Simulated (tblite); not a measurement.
Species: C7H14O3.
Numbering: `[CH3:1][C@@H:2]([OH:3])[C:4](=[O:5])[O:6][C:7]([CH3:8])([CH3:9])[CH3:10]` (hydrogens: H11, H12, H13 on C1; H14 on C2; H15 on O3; H16, H17, H18 on C8; H19, H20, H21 on C9; H22, H23, H24 on C10)

Computed with GFN2-xTB (tblite), gas phase: L-BFGS steps from a force-field or distance-geometry start until the largest atomic force falls under 0.01 eV/Å.

Step 29: E = -934.5166 eV
```
atom  x, y, z in Å  |  force x, y, z in eV/Å
C1      2.7153   -0.2984   -1.1776    0.027   0.014   0.074
C2      2.3242   -0.5661    0.2838   -0.034   0.012   0.014
O3      3.2777   -0.0712    1.1829   -0.079   0.038  -0.032
C4      0.9920    0.1297    0.5443   -0.121  -0.129  -0.090
O5      0.9029    1.0650    1.3023    0.101   0.024   0.032
O6      0.0287   -0.4126   -0.1729   -0.015   0.010   0.059
C7     -1.3536    0.0251   -0.0142    0.051  -0.001   0.045
C8     -1.4903    1.4920   -0.4541   -0.016  -0.047   0.012
C9     -2.1468   -0.9551   -0.8921    0.040  -0.005   0.009
C10    -1.7441   -0.1478    1.4555   -0.030  -0.034   0.030
H11     3.7283   -0.6525   -1.3351    0.035  -0.063  -0.067
H12     2.0300   -0.7998   -1.8601    0.082   0.070   0.119
H13     2.6956    0.7754   -1.3566    0.004  -0.027  -0.077
H14     2.1944   -1.6455    0.4591    0.085   0.096  -0.064
H15     2.8847    0.7223    1.5893    0.085  -0.053   0.001
H16    -2.0623    2.0524    0.2810   -0.053  -0.014  -0.094
H17    -1.9703    1.5702   -1.4260   -0.020   0.023   0.035
H18    -0.5100    1.9574   -0.5282   -0.031  -0.019   0.033
H19    -1.5369   -1.8361   -1.0810   -0.002   0.013   0.041
H20    -2.4035   -0.5148   -1.8516   -0.021  -0.026   0.031
H21    -3.0512   -1.2763   -0.3831   -0.036   0.082  -0.096
H22    -1.2408    0.5875    2.0779   -0.045   0.019  -0.020
H23    -1.4554   -1.1381    1.8005   -0.018  -0.067  -0.022
H24    -2.8200   -0.0429    1.5635    0.012   0.083   0.027
```

Step 30: E = -934.5220 eV
```
atom  x, y, z in Å  |  force x, y, z in eV/Å
C1      2.7159   -0.2960   -1.1777    0.022  -0.006   0.098
C2      2.3304   -0.5666    0.2862   -0.084   0.028  -0.004
O3      3.2866   -0.0786    1.1880   -0.133   0.026  -0.084
C4      0.9954    0.1333    0.5443   -0.081  -0.106  -0.060
O5      0.9103    1.0728    1.2982    0.105   0.000   0.031
O6      0.0285   -0.4050   -0.1716    0.050  -0.066   0.038
C7     -1.3562    0.0265   -0.0155    0.102  -0.022   0.051
C8     -1.4966    1.4912   -0.4538   -0.021  -0.013   0.003
C9     -2.1442   -0.9583   -0.8927    0.025   0.013   0.014
C10    -1.7466   -0.1481    1.4531   -0.032  -0.025   0.054
H11     3.7269   -0.6549   -1.3431    0.003  -0.045  -0.064
H12     2.0206   -0.7987   -1.8503    0.114   0.093   0.105
H13     2.6965    0.7784   -1.3583    0.006  -0.064  -0.065
H14     2.2028   -1.6472    0.4571    0.063   0.115  -0.064
H15     2.8984    0.7165    1.5935    0.075  -0.023   0.011
H16    -2.0764    2.0434    0.2791   -0.079   0.030  -0.061
H17    -1.9709    1.5715   -1.4268   -0.045   0.009  -0.010
H18    -0.5208    1.9658   -0.5222   -0.007  -0.032   0.048
H19    -1.5351   -1.8421   -1.0701   -0.011   0.014   0.040
H20    -2.3969   -0.5249   -1.8557    0.007  -0.009  -0.001
H21    -3.0553   -1.2699   -0.3905   -0.034   0.059  -0.065
H22    -1.2323    0.5781    2.0766   -0.018   0.021  -0.008
H23    -1.4732   -1.1445    1.7932   -0.017  -0.057  -0.019
H24    -2.8194   -0.0231    1.5666   -0.010   0.060   0.011
```

Step 31: E = -934.5273 eV
```
atom  x, y, z in Å  |  force x, y, z in eV/Å
C1      2.7146   -0.2935   -1.1754    0.032  -0.013   0.074
C2      2.3333   -0.5666    0.2890   -0.091   0.034  -0.028
O3      3.2926   -0.0900    1.1933   -0.152   0.039  -0.095
C4      0.9974    0.1375    0.5451    0.004  -0.037   0.003
O5      0.9199    1.0819    1.2947    0.079  -0.039   0.014
O6      0.0286   -0.3967   -0.1695    0.079  -0.128   0.016
C7     -1.3575    0.0285   -0.0156    0.096  -0.036   0.035
C8     -1.5047    1.4910   -0.4538   -0.023   0.024  -0.006
C9     -2.1381   -0.9620   -0.8932    0.000   0.024  -0.001
C10    -1.7481   -0.1487    1.4520   -0.026  -0.008   0.097
H11     3.7224   -0.6585   -1.3529   -0.023  -0.025  -0.039
H12     2.0099   -0.7951   -1.8377    0.107   0.083   0.061
H13     2.6952    0.7803   -1.3612    0.018  -0.071  -0.040
H14     2.2081   -1.6474    0.4525    0.029   0.088  -0.050
H15     2.9148    0.7103    1.5970    0.061  -0.004   0.013
H16    -2.0953    2.0366    0.2737   -0.095   0.054  -0.026
H17    -1.9721    1.5732   -1.4292   -0.056  -0.017  -0.043
H18    -0.5338    1.9760   -0.5146    0.014  -0.042   0.061
H19    -1.5281   -1.8484   -1.0558   -0.032   0.021   0.044
H20    -2.3846   -0.5390   -1.8623    0.048   0.013  -0.015
H21    -3.0581   -1.2637   -0.4021   -0.027   0.036  -0.023
H22    -1.2168    0.5653    2.0777   -0.022  -0.021  -0.025
H23    -1.4939   -1.1551    1.7827   -0.038   0.006  -0.018
H24    -2.8175    0.0038    1.5733    0.018   0.020  -0.010
```

Question: Estimate the geometry and energy of step 32. (The exact step hangs on the optimiser's Hessian estimate; all steps are aligned on step 31, rigid shifts and turns removed.)

Answer: E = -934.5309 eV, largest force 0.156 eV/Å
```
atom  x, y, z in Å  |  force x, y, z in eV/Å
C1      2.7192   -0.2916   -1.1730    0.036  -0.005   0.017
C2      2.3370   -0.5643    0.2897   -0.067   0.035  -0.059
O3      3.2955   -0.0920    1.1944   -0.058  -0.020  -0.083
C4      0.9988    0.1363    0.5446    0.070   0.030   0.046
O5      0.9276    1.0839    1.2918    0.024  -0.059   0.005
O6      0.0285   -0.3969   -0.1672    0.061  -0.143   0.013
C7     -1.3581    0.0278   -0.0145    0.048  -0.035   0.022
C8     -1.5089    1.4894   -0.4534   -0.022   0.031  -0.007
C9     -2.1383   -0.9625   -0.8932   -0.028   0.038   0.019
C10    -1.7524   -0.1495    1.4533    0.010   0.004  -0.009
H11     3.7236   -0.6614   -1.3604   -0.023  -0.018  -0.001
H12     2.0100   -0.7924   -1.8273    0.057   0.042  -0.011
H13     2.7000    0.7798   -1.3673    0.027  -0.037  -0.012
H14     2.2215   -1.6444    0.4478   -0.020   0.011  -0.029
H15     2.9255    0.7066    1.6014   -0.004   0.092   0.042
H16    -2.1058    2.0318    0.2702   -0.103   0.068   0.006
H17    -1.9732    1.5746   -1.4297   -0.053  -0.043  -0.061
H18    -0.5409    1.9788   -0.5095    0.041  -0.034   0.066
H19    -1.5320   -1.8509   -1.0492   -0.015  -0.016   0.039
H20    -2.3829   -0.5444   -1.8637    0.079   0.047  -0.059
H21    -3.0646   -1.2566   -0.4102   -0.024   0.020   0.022
H22    -1.2180    0.5600    2.0760    0.054   0.034   0.046
H23    -1.5063   -1.1570    1.7796   -0.025  -0.046   0.016
H24    -2.8174    0.0149    1.5774   -0.062   0.006  -0.027
```

The energy changes by -0.0037 eV. The first-order estimate −F·Δx gives -0.0063 eV and the mean of the old and new forces, exact on a quadratic surface, -0.0037 eV. The step makes an angle of 69° with the force vector and moves no atom by more than 0.015 Å.

The cost below is that of the whole relaxation. Time: 1.0 s wall, 0.91 s CPU. Hardware: Arm Neoverse V2, one thread, shared host.
